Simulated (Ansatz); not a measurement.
Start from `FC(Cl)(Cl)I` and change one atom or group to get `FC(Cl)(I)I`.

Ansatz, PBE0-D4/def2-TZVP geometries, multiplicity 1. 

Elements past krypton have def2 core potentials.

| property | `FC(Cl)(Cl)I` |
| --- | --- |
| HOMO energy (PBE/def2-TZVPP) / eV | -6.73 |
| HOMO–LUMO gap (PBE/def2-TZVPP) / eV | 3.54 |
| size of the dipole moment (B3LYP/def2-TZVPP) / D | 0.59 |
| LUMO energy (ωB97M-V/def2-TZVPP) / eV | -0.27 |
| HOMO–LUMO gap (B3LYP/def2-TZVPP) / eV | 5.14 |
| zero-point energy (PBE0-D4/def2-TZVP) / kJ/mol | 27.2 |

(1) Give the same properties after the change, and the shifts. (Best estimate.)

## Answers

(1) The calculation gave: 
| property | `FC(Cl)(I)I` | shift |
| --- | --- | --- |
| HOMO energy (PBE/def2-TZVPP) / eV | -6.42 | 0.31 |
| HOMO–LUMO gap (PBE/def2-TZVPP) / eV | 2.87 | -0.67 |
| size of the dipole moment (B3LYP/def2-TZVPP) / D | 0.67 | 0.08 |
| LUMO energy (ωB97M-V/def2-TZVPP) / eV | -0.71 | -0.44 |
| HOMO–LUMO gap (B3LYP/def2-TZVPP) / eV | 4.39 | -0.75 |
| zero-point energy (PBE0-D4/def2-TZVP) / kJ/mol | 24.5 | -2.7 |

With PBE0 the HOMO rises by 0.38 eV and the LUMO falls by 0.41 eV, so the gap narrows by about 0.79 eV. PBE moves the HOMO by 0.31 eV and ωB97M-V by 0.43 eV. Dipoles are sizes alone; their direction can turn.

B3LYP here is the variant with VWN-RPA as its local correlation; programs differ in this.

Spin–orbit coupling is left out; it splits and shifts lone-pair levels of the heavy atoms by tenths of an eV.
